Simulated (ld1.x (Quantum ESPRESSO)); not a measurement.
**Plane-wave convergence, PAW potential for C (Z = 6)**

ld1.x (Quantum ESPRESSO) 7.5 input, shortened:

```
&input
   title='C', zed=6., rel=1, dft='PBE', iswitch=3,
   config='[He] 2s2 2p1'
 /
 &inputp
   pseudotype=3, lpaw=.true., tm=.true., lloc=-1, rcloc=1.15,
   nlcc=.true., new_core_ps=.true., rcore=0.55,
   which_augfun='BESSEL', rmatch_augfun=0.75
 /
4
2S  1  0   2.00   0.00  0.85  1.20  0.0
2S  1  0   0.00   1.00  0.85  1.20  0.0
2P  2  1   1.00   0.00  2.35  3.10  0.0
2P  2  1   0.00   0.25  2.35  3.10  0.0
 &test
   configts(1)='2s2 2p1'
 /
```

The pseudo-atom Hamiltonian at the reference potential is diagonalised in spherical Bessel functions j_l(qr) that vanish at 20 bohr, with q² up to the cutoff. All-electron valence levels (Ry): 2s -1.8932, 2p -1.2498.

Q: How do the lowest levels (Ry) of each channel move with the cutoff, and are there ghosts?

A:

| cutoff (Ry) | s #1 | p #1 | d #1 | f #1 | Σ f·Δε (mRy) |
| --- | --- | --- | --- | --- | --- |
| 8 | -1.8899 | -1.2495 | -0.1502 | -0.0435 | 6.9 |
| 12 | -1.8905 | -1.2497 | -0.1507 | -0.0435 | 5.5 |
| 15 | -1.8911 | -1.2498 | -0.1508 | -0.0435 | 4.3 |
| 21 | -1.8927 | -1.2498 | -0.1509 | -0.0435 | 1.1 |
| 25 | -1.8929 | -1.2498 | -0.1509 | -0.0435 | 0.6 |
| 35 | -1.8931 | -1.2498 | -0.1509 | -0.0435 | 0.3 |
| 400 | -1.8932 | -1.2498 | -0.1509 | -0.0435 | 0.0 |

Result: no extra level below or beside the all-electron valence levels (s, p, d, f tested); 10 mRy is reached at 8 Ry and 1 mRy at 25 Ry.

Test run stopped at test 2 of 7 (negative rho).
